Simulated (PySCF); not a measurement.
## Te: excitation energy

Te [Kr] 4d10 5s2 5p4 (3P) → Te [Kr] 4d10 5s1 5p5 (3P), as a difference of total energies. All numbers are calculated (PySCF 2.14, the spin-free X2C one-electron Hamiltonian (Gaussian nucleus), in x2c-QZVPPall (13s9p7d4f1g, 112 functions)). Correlated levels: valence: [Kr] 4d10 frozen; valence and next inner shell: [Ar] 3d10 frozen. The calculations carry no spin-orbit coupling.

```tsv
method	excitation energy (eV)
UHF	9.979
LDA	9.253
PBE	9.160
PBE0	9.397
r2SCAN	9.237
B2PLYP	9.287
TPSSh	9.252
r2SCANh	9.322
ROHF	10.048
MP2 (valence)	9.200
SCS-MP2 (valence)	9.100
MP2 (valence and next inner shell)	9.247
SCS-MP2 (valence and next inner shell)	9.127
```

Problem. How much does correlation contribute at MP2 (valence and next inner shell)?

Solution. 9.247 − (9.979) = -0.732 eV, measured against UHF.

A first-order spin-orbit estimate (lowest level to lowest level, LS coupling) adds -0.025 eV.

The upper state lies above the first ionisation limit, where it may autoionise and the basis confines it.
